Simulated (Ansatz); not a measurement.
CH4BClO (SMILES COBCl), singlet, at a GFN2-xTB geometry, with bond 6-5 at 1.8 times its length; CASSCF(4,4)/6-31G run with Ansatz (a program for electronic structure).

The Ansatz input:
Ansatz 0.2 input:
```yaml
crystal:
  periodic: [false, false, false]
  atoms:
    - {symbol: B, position_ang: [-0.44041029, -0.04213688, 0.32881871]}
    - {symbol: H, position_ang: [-1.42908407, -0.41104560, 0.85668744]}
    - {symbol: Cl, position_ang: [0.29831524, 1.41848148, 0.84281684]}
    - {symbol: O, position_ang: [0.16285589, -0.68613245, -0.65953372]}
    - {symbol: C, position_ang: [-0.27143629, -1.89627379, -1.23113805]}
    - {symbol: H, position_ang: [-0.59036133, -1.59654126, -3.14654395]}
    - {symbol: H, position_ang: [0.52157582, -2.63681981, -1.11204122]}
    - {symbol: H, position_ang: [-1.18741196, -2.25917727, -0.75827558]}
basis:
  gaussian:
    orbitals: 6-31G
hamiltonian:
  xc: hf
magnetization: {spin_polarized: false}
correlation: {active_space: {window: {electrons: 4, orbitals: 4}}}
```

The log (banner, timings and long lists left out):

```
Functional definition: HF
596 factors; integrals over basis functions are off by at most 2.1e-4 eV
mean field evaluation 1: about -16299.6056 eV, gradient 2.6e1 eV
mean field evaluation 2: about -16299.6095 eV, gradient 2.6e1 eV
mean field evaluation 4: about -16301.3836 eV, gradient 3.0e0 eV
mean field evaluation 8: about -16301.4149 eV, gradient 2.0e-4 eV
mean field -16301.41485021 eV, -599.0659462494 hartree, gradient 8.9e-6 eV, S^2 0.000000; 0 other end points of the search recorded, 0 dependent functions left out
reference -16301.41485021 eV, -599.0659462494 hartree; 20, 20 occupied and 28, 28 virtual orbitals, 596 factors
state -16303.49969664 eV, -599.1425629426 hartree
Total energy: -16303.49969664 eV, -599.1425629426 hartree
```
